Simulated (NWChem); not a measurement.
System: SiCl3, doublet; SMILES Cl[Si](Cl)Cl

```xyz
4

Cl     1.8825    -0.4649    -0.1507
Si     0.0000     0.0000     0.5446
Cl    -1.3438    -1.3978    -0.1507
Cl    -0.5386     1.8627    -0.1507
```
Atoms are numbered in this order, from 1.

Level: PBE0/def2-SVP, spin-unrestricted (NWChem), optimised geometry, unscaled harmonic frequencies. In the optimisation the excess spin sits in a (C3, its own frame).

| frequency (cm⁻¹) | IR intensity (km/mol) |
|---|---|
| 162 | 1.8 |
| 162 | 1.8 |
| 236 | 8.1 |
| 480 | 26.8 |
| 600 | 170.8 |
| 600 | 170.8 |

```json
{
 "zero_point_energy": "3.2 kcal/mol",
 "thermal correction to the enthalpy at 298.15 K (with zero-point energy)": "7.0 kcal/mol",
 "heat capacity Cv": "14.9 cal/(mol K)",
 "dipole_moment": "0.75 D"
}
```

Rigid rotor and harmonic oscillator.
